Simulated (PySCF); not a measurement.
Ga(CF3)2(Cl), C2ClF6Ga, SMILES F[C](F)(F)[Ga]([Cl])[C](F)(F)F, singlet (CAM-B3LYP/def2-SVP optimised geometry):

```
10

Ga    -0.029     0.024     0.000
C     -0.994    -1.735    -0.040
F     -0.175    -2.788    -0.050
F     -1.770    -1.818    -1.133
F     -1.796    -1.857     1.029
C     -0.974     1.793     0.000
F     -0.223     2.788     0.478
F     -2.095     1.747     0.734
F     -1.329     2.123    -1.253
Cl     2.095     0.024     0.000
```

Computed with PySCF with CAM-B3LYP/def2-TZVP.

### Question
What are the frontier orbital energies and the dipole moment?

### Answer
HOMO-2 -11.62 eV, HOMO-1 -11.47 eV, HOMO -10.45 eV, LUMO -1.63 eV, LUMO+1 -0.16 eV; dipole moment 0.37 D.

On the same geometry PBE/def2-TZVP in PySCF gives HOMO-2 -8.57 eV, HOMO-1 -8.55 eV, HOMO -7.48 eV, LUMO -3.22 eV, LUMO+1 -1.93 eV; dipole moment 0.15 D.

Meta-Löwdin charges at CAM-B3LYP/def2-TZVP: Ga1 0.65, C2 0.60, F3 -0.26, F4 -0.27, F5 -0.27, C6 0.60, F7 -0.26, F8 -0.27, F9 -0.27, Cl10 -0.25.
